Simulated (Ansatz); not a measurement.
`N#[C][Sn]([F])([C]#N)[C]#N` + HCl → `N#[C][Sn]([Cl])([C]#N)[C]#N` + H–F at 600 K and 1 bar (ligand exchange at the Sn–F bond).

Computed with Ansatz on PBE0-D4/def2-TZVP structures; ΔE is electronic, products minus reactants. CCSD(T)/CBS adds triple-zeta CCSD(T) − MP2 to the extrapolated MP2 energy (def2 sets, frozen cores). This one scheme is used for every species. Elements past krypton have def2 core potentials. For Sn outer-core shells are correlated without core-valence functions, which leaves a few kJ/mol of doubt a bond.

| species | CCSD(T)/CBS energy (Eh) | H − E (kJ/mol) | S (J/(mol·K)) |
| --- | --- | --- | --- |
| `N#[C][Sn]([F])([C]#N)[C]#N` | -592.04812 | 140.8 | 520.3 |
| HCl | -460.38127 | 35.4 | 207.2 |
| `N#[C][Sn]([Cl])([C]#N)[C]#N` | -952.04997 | 140.0 | 532.1 |
| H–F | -100.39570 | 42.3 | 194.0 |

H − E and S are ideal-gas, rigid-rotor, harmonic terms from PBE0-D4/def2-TZVP. 1 Eh = 2625.50 kJ/mol, R = 8.31446 J/(mol·K).

Problem. By hand: ΔE, ΔH, ΔS and ΔG.

Solution. ΔE = (-952.04997) + (-100.39570) − (-592.04812) − (-460.38127) = -0.01628 Eh = -42.7 kJ/mol. Δ(H − E) = 140.0 + 42.3 − 140.8 − 35.4 = 6.1, so ΔH = -36.6 kJ/mol. ΔS = 532.1 + 194.0 − 520.3 − 207.2 = -1.4 J/(mol·K). ΔG = -36.6 − 600 × (-1.4)/1000 = -35.8 kJ/mol.

Problem. By hand: the equilibrium constant, and the temperature at which ΔG would vanish if ΔH and ΔS stayed fixed.

Solution. log₁₀ K = −ΔG/(RT ln 10) = 3.1. ΔG = 0 at ΔH/ΔS = 26143 K, far beyond where these terms or the molecules hold.

The number of gas molecules stays the same, so ΔS is small and ΔH decides. A doubt of 5 kJ/mol in ΔE shifts log₁₀ K by 0.4 here. These are equilibria of isolated gas molecules and say nothing of rates. Largest T1 diagnostic: 0.015 (customary marks: 0.02 for closed shells, 0.045 for open ones).
